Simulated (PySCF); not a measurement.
# Fe³⁺: interval between two levels

Fe³⁺ [Ar] 3d5 [6S5/2, M_J = 5/2] → Fe³⁺ [Ar] 3d4 4s1 [6D9/2, M_J = 9/2], as a difference of total energies. Computed with PySCF 2.14 in x2c-TZVPall-2c with one added diffuse shell each of s, p, d type (7s8p5d1f, 63 functions), with the two-component X2C-1e Hamiltonian. Correlated levels: [Ne] frozen. "Screened" scales the spin-orbit matrix elements by Boettger's factors to mimic the two-electron term; Breit and QED terms are absent.

```json
{"method": "GHF (spin-free)", "interval between two levels (cm⁻¹)": "130690"}
{"method": "GMP2 (spin-free)", "interval between two levels (cm⁻¹)": "132300"}
{"method": "GHF (screened spin-orbit)", "interval between two levels (cm⁻¹)": "131240"}
{"method": "GMP2 (screened spin-orbit)", "interval between two levels (cm⁻¹)": "132850"}
```

The labels give the starting determinants; with spin-orbit coupling the two ends relaxed to ⟨J²⟩ = 8.75, ⟨L²⟩ = 0.00, ⟨S²⟩ = 8.75 and ⟨J²⟩ = 24.75, ⟨L²⟩ = 6.01, ⟨S²⟩ = 8.75.
